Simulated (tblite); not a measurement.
C₆H₁₁NSSi.
SMILES with atom numbers: `[N:1]#[C:2][CH2:3][C@@H:4]1[CH2:5][SiH2:6][CH2:7][CH2:8][S:9]1` (hydrogens: H10, H11 on C3; H12 on C4; H13, H14 on C5; H15, H16 on Si6; H17, H18 on C7; H19, H20 on C8)

A start from a force field or distance geometry was refined with GFN2-xTB geometry optimisation, gas phase in tblite. Values at the start:

```tsv
coordinate	start
N1≡C2	1.160 Å
C2–C3	1.472 Å
C3–C4	1.553 Å
C3–H11	1.090 Å
C4–C5	1.543 Å
C4–S9	1.859 Å
C4–H12	1.087 Å
C5–Si6	1.890 Å
C5–H14	1.088 Å
Si6–C7	1.868 Å
Si6–H15	1.483 Å
Si6–H16	1.494 Å
C7–C8	1.524 Å
C7–H18	1.103 Å
C8–S9	1.831 Å
C8–H20	1.099 Å
C2–C3–C4	110.1°
C3–C4–C5	111.7°
C4–C5–Si6	113.9°
C4–S9–C8	99.4°
C5–C4–S9	110.4°
C5–Si6–C7	105.1°
Si6–C7–C8	114.0°
C7–C8–S9	113.4°
C2–C3–C4–C5	-70°
C3–C4–S9–C8	-171°
C4–C5–Si6–C7	48°
C7–C8–S9–C4	-68°
```

**Question.** How do these coordinates change at the GFN2-xTB level?

**Answer.** 
| coordinate | GFN2-xTB (Å or °) | change |
| --- | --- | --- |
| Si6–C7 | 1.907 | +0.039 |
| C2–C3 | 1.439 | -0.033 |
| Si6–H16 | 1.462 | -0.032 |
| C4–C5 | 1.521 | -0.022 |
| C4–S9 | 1.839 | -0.020 |
| C3–C4 | 1.534 | -0.019 |
| N1≡C2 | 1.143 | -0.017 |
| C5–Si6 | 1.906 | +0.016 |
| Si6–H15 | 1.468 | -0.015 |
| C8–S9 | 1.819 | -0.012 |
| C7–H18 | 1.091 | -0.012 |
| C4–H12 | 1.095 | +0.008 |
| C8–H20 | 1.091 | -0.008 |
| C7–C8 | 1.520 | -0.004 |
| C5–H14 | 1.092 | +0.004 |
| C3–H11 | 1.094 | +0.004 |
| Si6–C7–C8 | 111.8 | -2.2 |
| C4–C5–Si6 | 112.1 | -1.8 |
| C5–Si6–C7 | 106.4 | +1.3 |
| C7–C8–S9 | 112.4 | -1.0 |
| C5–C4–S9 | 111.4 | +1.0 |
| C4–S9–C8 | 99.9 | +0.5 |
| C3–C4–C5 | 112.2 | +0.5 |
| C2–C3–C4 | 110.5 | +0.4 |
| C2–C3–C4–C5 | -66 | +4 |
| C3–C4–S9–C8 | -167 | +4 |
| C7–C8–S9–C4 | -70 | -2 |
| C4–C5–Si6–C7 | 47 | -1 |

The energy falls by 13.5 kJ/mol over 35 L-BFGS steps, the largest force on an atom goes from 2.24 to 0.010 eV/Å, and the atoms move by 0.055 Å rms after alignment. The bond that changes most is Si6–C7 (SiH2 silicon to sp3 carbon bound to silicon), which lengthens by 0.039 Å. Bonds longer at the end by more than 0.005 Å: 3 of 20; shorter: 10. Rotational constants go from 1883, 762.9, 580.8 to 1922, 779.0, 593.6 MHz.

Hardware: one thread of an Intel Xeon 6975P-C, no GPU, shared host with 192 logical CPUs at a one-minute load of 60. Cost: 0.27 s.

Its GFN2-xTB frequencies are all real (lowest 54 cm⁻¹). The numbers are those of one conformer. 3 starts were optimised and ended at 0.00, 2.33 and 4.56 kcal/mol (GFN2-xTB); the lowest of these is shown.

All values are computed, not measured.
